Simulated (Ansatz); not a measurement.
Molecule: Si$_{2}$Cl$_{6}$, net charge 0, singlet state. SMILES: [Si](Cl)(Cl)([Si](Cl)(Cl)Cl)Cl
Coordinates optimised at B3LYP-D3(BJ)/def2-TZVP (Ansatz, a quantum-chemistry and plane-wave program):
```
Si
Cl 1 2.0435
Cl 1 2.0435 2 109.66
Cl 1 2.0435 2 109.66 3 -120.47
Si 1 2.3283 2 109.28 3 119.77
Cl 5 2.0435 1 109.28 2 -180.00
Cl 5 2.0435 6 109.66 1 119.77
Cl 5 2.0435 6 109.66 7 120.47
```
Charge 0, spin multiplicity 1.

Wanted: vertical triplet-singlet gap (E(triplet) - E(singlet); each state is the SCF solution reached for its spin; the molecule has degenerate orbitals, so one determinant may break the symmetry), in kcal/mol. Valence correlation only, unless marked. Open shells are spin-unrestricted. No spin-orbit coupling. No relativistic terms. 

```tsv
level	program	vertical triplet-singlet gap (kcal/mol)
HF/aug-cc-pV(Q+d)Z	Ansatz	142.8
SVWN5/def2-TZVPD	Ansatz	119.2
PBE/def2-TZVPD	Ansatz	118.3
PBE0/def2-TZVPD	Ansatz	127.4
B2PLYP/def2-TZVPD	Ansatz	134.8
RI-MP2/aug-cc-pV(Q+d)Z	Ansatz	141.7
```
